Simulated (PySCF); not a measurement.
Compound: C2H9PSi3.
Geometry (GFN2-xTB, Å), atoms numbered from 1 in this order:
```xyz
15
C2H9PSi3 angstrom
C      3.6880   -0.0390   -0.5023
C      2.6395   -0.4224   -0.0548
Si     1.0061   -1.0275    0.5638
P     -0.5567   -0.3133   -0.8697
Si    -2.4075   -0.9816    0.1618
Si    -0.5825    1.8790   -0.5023
H      4.6101    0.2966   -0.8833
H      0.8068   -0.5183    1.9293
H      0.9788   -2.4930    0.5428
H     -2.4781   -0.5359    1.5570
H     -3.5359   -0.4315   -0.5843
H     -2.4042   -2.4422    0.1215
H     -1.7333    2.4151   -1.2264
H     -0.7104    2.2142    0.9195
H      0.6747    2.4078   -1.0219
```

Theory: PBE0/def2-SVPD in PySCF (dipole) on a GFN2-xTB geometry, gas phase.

Take the most abundant isotopes and a rigid rotor. The values belong to one conformer with, in the numbering `[CH:1]#[C:2][SiH2:3][P:4]([SiH3:5])[SiH3:6]`, C2–Si3–P4–Si5 -175°.

Problem. What are A, B and C (cm⁻¹)?

Solution. Ia = 237.72, Ib = 542.56, Ic = 711.22 u·Å²; 505379 MHz·u·Å²/I gives 2126, 931.5 and 710.6 MHz, that is A = 0.07091, B = 0.03107, C = 0.02370 cm⁻¹.

Problem. What kind of rotor is it?

Solution. An asymmetric top: κ = (2 × 931.5 − 2126 − 710.6)/(2126 − 710.6) = -0.69.

Problem. What does the inertial defect say?

Solution. Not planar: Δ = Ic − Ia − Ib = -69.06 u·Å². For a rigid frame Δ = −2 Σ m c², so Σ m c² = 34.53 u·Å² lies off the ab plane: 9.80 from hydrogen and 24.73 from heavier atoms. The atom farthest from that plane is 1.89 Å away.

Problem. Predict some low-J microwave lines.

Solution. The dipole components are |μa| = 0.17 D, |μb| = 0.27 D, |μc| = 0.43 D. Intensities carry the squares of the components, which stand as 0.16 : 0.40 : 1.00 (a : b : c). Some lines, for components of 0.1 D or more:

```
type  branch         J(Ka,Kc)    MHz  lower level (cm⁻¹)
   a       Q  2(1,1) ← 2(1,2)    663               0.197
   c       Q  1(1,1) ← 1(0,1)   1195               0.055
   a       Q  3(1,2) ← 3(1,3)   1323               0.350
   c       Q  2(2,1) ← 2(1,1)   3584               0.219
   b       R  4(1,3) ← 3(2,2)   3676               0.503
   b       R  2(1,2) ← 1(0,1)   4258               0.055
   a       R  3(1,3) ← 2(1,2)   4578               0.197
   b       Q  3(2,2) ← 3(1,3)   4594               0.350
   b       Q  4(2,3) ← 4(1,4)   5064               0.552
   b       Q  3(3,0) ← 3(2,1)   6407               0.507
   a       R  4(2,3) ← 3(2,2)   6546               0.503
   c       R  2(2,0) ← 1(1,0)   7116               0.102
   c       R  4(2,2) ← 3(1,2)  10209               0.394
   b       R  3(3,0) ← 2(2,1)  11470               0.338
   c       R  4(4,1) ← 3(3,1)  15708               0.721
```

No frequency check. Zero-point vibration and centrifugal distortion are left out. A rigid rotor knows nothing of internal rotation, which can split or shift real lines.

Time: 32 s. Hardware: one thread, Arm Neoverse V1 (shared host). This is the PBE0/def2-SVPD job that gave the dipole, with the excitations it also computed.
